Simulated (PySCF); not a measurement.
Species: C3H11FOSi2.
Cartesian coordinates in Å at the GFN2-xTB level; atoms count from 1:
```
atom  x, y, z in Å
C1    -3.0678    0.6365   -0.7500
O2    -1.7292    0.4274   -0.3355
C3    -1.4370   -0.8465    0.0956
F4    -1.5028   -1.7277   -0.9897
Si5    0.3651   -0.7421    0.7622
Si6    1.5352    0.5312   -0.7787
C7     3.4020    0.2921   -0.4886
H8    -3.3605   -0.0948   -1.5091
H9    -3.7508    0.5620    0.1044
H10   -3.1045    1.6380   -1.1727
H11   -2.1939   -1.2326    0.7971
H12    0.1989   -0.1719    2.1092
H13    0.7590   -2.1409    0.9843
H14    1.2516    0.1687   -2.1758
H15    1.2488    1.9693   -0.6430
H16    3.7064   -0.7404   -0.6399
H17    3.6856    0.5716    0.5223
H18    3.9851    0.9063   -1.1687
```

Computed with PySCF, TDDFT wB97X-D/def2-SVPD, vertical, gas phase, core orbitals frozen in the response. The geometry optimisation had not met its thresholds, so the values belong to a structure short of the stationary point.

Orbital energies (eV): HOMO-3 -11.03, HOMO-2 -10.61, HOMO-1 -10.37, HOMO -9.85, LUMO 1.47, LUMO+1 1.98, LUMO+2 2.36.

Computed singlets:

| state | E (eV) | f |
| --- | --- | --- |
| S1 | 7.06 | 0.067 |
| S2 | 7.35 | 0.019 |
| S3 | 7.60 | 0.061 |
| S4 | 7.92 | 0.019 |
| S5 | 8.04 | 0.0049 |
| S6 | 8.12 | 0.0019 |
| S7 | 8.15 | 0.042 |
| S8 | 8.24 | 0.136 |

Task: Which orbital pair leads each of S1 and S2, and how does its energy difference Δε compare with the excitation energy?

Result: 

```
state  leading configuration  weight  Δε (eV)  E (eV)  E − Δε (eV)      f  other configurations
   S1              HOMO→LUMO    0.75    11.32    7.06        -4.26  0.067           H→L+1 (10%)
   S2            HOMO→LUMO+1    0.73    11.83    7.35        -4.48  0.019           H→L+2 (11%)
```

E − Δε runs from -4.48 to -4.26 eV. Among themselves, these states come in the order of their orbital differences.

H and L stand for HOMO and LUMO. The other states: S3 7.60 eV, f 0.061, H-2→L (38%), H-1→L (35%), H→L (8%); S4 7.92 eV, f 0.019, H-1→L (30%), H-3→L (22%), H-2→L (20%); S5 8.04 eV, f 0.0049, H-2→L+1 (31%), H-1→L+1 (24%), H-4→L (15%); S6 8.12 eV, f 0.0019, H-3→L (27%), H→L+2 (23%), H-2→L (10%); S7 8.15 eV, f 0.042, H-4→L (23%), H→L+2 (20%), H-3→L (17%); S8 8.24 eV, f 0.136, H-4→L (40%), H-3→L (16%), H-1→L+1 (10%).

Triplets, Tamm–Dancoff:

```json
{"state": "T1", "E (eV)": "6.17", "λ (nm)": "200.8", "main configurations (H = HOMO, L = LUMO)": "H→L (71%)"}
{"state": "T2", "E (eV)": "6.58", "λ (nm)": "188.3", "main configurations (H = HOMO, L = LUMO)": "H→L+1 (53%), H→L+2 (14%), H-2→L+1 (10%)"}
{"state": "T3", "E (eV)": "7.12", "λ (nm)": "174.2", "main configurations (H = HOMO, L = LUMO)": "H-2→L (43%), H-1→L (20%), H→L (9%)"}
```

Summed over the main configurations (up to three a state, each over 8%) of all 8 singlets, the electron leaves HOMO with weight 2.20, HOMO-2 with weight 0.99, HOMO-1 with weight 0.98 and HOMO-3 with weight 0.83.

The run took 2.0 min (grids of density and orbitals included) on Arm Neoverse N1, one thread, shared host with 64 logical CPUs at a one-minute load of 51, and the process peaked at 1.1 GiB of memory.

One conformer stands for the species.
